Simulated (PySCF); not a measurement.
# Calculated NMR parameters of F[C@H]1C[Si@@H](C2CC2)C1

```
Formula                               : C6H11FSi
SMILES                                : F[C@H]1C[Si@@H](C2CC2)C1
Point group of the computed structure : Cs
Degrees of unsaturation               : 2
Carbon signals                        : 4
Proton signals                        : 7
```

Mapped SMILES: `[F:1][C@H:2]1[CH2:3][Si@@H:4]([CH:5]2[CH2:6][CH2:7]2)[CH2:8]1`. Each H is labelled by its parent atom. Ha(C3), Ha(C8) are cis to F1 on the ring; Ha(C6), Ha(C7) are cis to Si4 on the ring; Hb(C3), Hb(C8) are trans to F1 on the ring; Hb(C6), Hb(C7) are trans to Si4 on the ring.

Computational details: PBE0/pcSseg-1 with gauge-including orbitals, coordinates at the GFN2-xTB level, in PySCF (relativity neglected, isolated molecule, fast rotation and ring inversion assumed for equivalent nuclei, one computed conformer).

References, each an isolated molecule treated in the same way: 1H, 13C, 29Si vs TMS; 19F against CFCl3.

| carbon | δC, type | δH (multiplicity) | HMBC from (2–3 bonds) | span of the C tensor (ppm) |
| --- | --- | --- | --- | --- |
| C2 | 87.5, CH | 5.15 (m) | H(Si4), Hb(C3)/Hb(C8), Ha(C3)/Ha(C8) | 91 |
| C3/C8 | 26.6, CH2 | Ha(C3) 1.91 (m); Hb(C3) 2.02 (m) | H(C2), H(Si4), Hb(C3)/Hb(C8), Ha(C3)/Ha(C8), H(C5) | 56 |
| C5 | -2.2, CH | -0.06 (m) | H(Si4), Hb(C3)/Hb(C8), Ha(C3)/Ha(C8), Hb(C6)/Hb(C7), Ha(C6)/Ha(C7) | 66 |
| C6/C7 | 3.3, CH2 | Hb(C6) 0.76 (m); Ha(C6) 0.18 (m) | H(Si4), Hb(C6)/Hb(C7), Ha(C6)/Ha(C7), H(C5) | 62 |

Other nuclei:
```
 atoms  nucleus                                                environment  δ (ppm)  σ (ppm)
H(Si4)       1H  hydrogen on a silicon bonded to 3 C, in a 4-membered ring     3.82    27.89
    F1      19F                                  fluorine on an sp3 carbon   -159.6    330.5
   Si4     29Si             silicon bonded to 3 C, H, in a 4-membered ring    -25.5    374.7
```

- Carbon types of the structure: 2 × CH, 4 × CH2, leaving 1 H on heteroatoms.
- δC 87.5: sp3 CH bonded to F; the inductive effect lowers its shielding.
- δC 26.6: sp3 CH2 bonded to Si.
- δC 3.3, -2.2: three-membered-ring carbon; carbons of three-membered rings are unusually shielded.
- δH 5.15: hydrogen on an sp3 CH bonded to F; its carbon carries F, which withdraws density.
- δH 0.76, 0.18, -0.06: hydrogen on a three-membered-ring carbon; cyclopropane-type protons are shielded by the ring.

Splittings by 19F in the carbon and heteronuclear signals aren't shown, as no couplings were computed. Shifts are as computed. Against solution values, carbons near 30 ppm lie about +3 ppm off and those near 130 ppm about +5 ppm. Of 1211 compounds with measured shifts, 218 miss one by over three times the rms of a fit or turn the order of signals round; such compounds aren't used in these exercises. Unscaled 19F shifts against computed CFCl3 carry errors that often reach 10 to 50 ppm. No couplings were computed; multiplicities are counted from neighbouring protons, with m where these are inequivalent, close in shift, in a saturated or five-membered ring or joined by F or P, and br s for small geminal =CH2 splittings.
